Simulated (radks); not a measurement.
Values are calculated unless marked as measured or tabulated.
Spherical quantum dot in the effective-mass picture: electrons in a parabolic well V = omega^2 r^2 / 2 with omega = 0.225, with a point charge +2 (a donor) at the centre, all in effective atomic units (hartree* = m*/eps^2 hartree, bohr* = eps/m* bohr), one dielectric constant everywhere. Level of theory: non-relativistic Kohn-Sham, exchange-only LDA, spin-polarised, spherical densities (a radial shooting solver with Libxc functionals). Levels are named by radial order and angular momentum (1s, 1p, 1d, 2s, ...), and open shells are averaged over m. Results are scaled to m* = 0.079 and eps = 12.9, for which hartree* = 12.92 meV and bohr* = 8.641 nm.

N = 16, configuration 1s2 1p6 1d(up 5, down 1) 2s2. This is the lowest configuration that the search found. Occupied and some empty levels:

level    occupation  eigenvalue (meV)  <r> (nm)
1s down           1            33.236     8.606
1s up             1            33.256     8.660
2s up             1            39.407     41.03
2s down           1            39.876     40.23
1p up             3            39.878     41.62
1p down           3            40.344     40.62
1d up             5            41.148     47.17
1d down           1            41.672     47.03
1f up             0            42.573     51.04
2p up             0            43.083     42.09
1f down           0            43.104     51.26
2p down           0            43.391     42.38
1g up             0            44.160     54.28
1g down           0            44.677     54.69

Energy (meV): total 316.469, kinetic 64.481, external -38.649, Hartree 330.76, exchange-correlation -40.123.
